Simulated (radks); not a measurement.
Valence configurations of neutral promethium (all share [Xe]). Method: Dirac Kohn-Sham, PBE, spin-unpolarised, spherical densities, point nucleus; open shells fill j = l - 1/2 first; computed with a radial shooting solver on a logarithmic mesh with Libxc functionals. Energies are relative to 4f5 6s2; eigenvalues in eV.

valence,E (eV),e(4f5/2),e(4f7/2),e(5d3/2),e(6p1/2),e(6s1/2)
4f5 6s2,0.000,-2.243,-,-,-,-3.537
4f4.5 5d0.5 6s2,0.658,-4.752,-,-2.411,-,-3.742
4f5 5d1 6s1,1.775,-1.121,-,-1.240,-,-3.122
4f5 6s1 6p1,2.243,-3.339,-,-,-1.852,-4.144
4f4 5d1 6s2,2.390,-7.558,-,-2.932,-,-3.910
4f4 6s2 6p1,4.433,-10.647,-,-,-2.314,-5.120
4f3.5 5d1.5 6s2,5.323,-10.592,-,-3.449,-,-4.046
4f7,7.085,-0.675,-0.354,-,-,-

NIST lists [Xe] 4f5 6s2 as the ground configuration; this level of theory agrees among the configurations tried. The energies are those of spherical spin-averaged densities, not of single terms. No valid solution was reached for [Xe] 4f6 5d1; [Xe] 4f6 6s1.
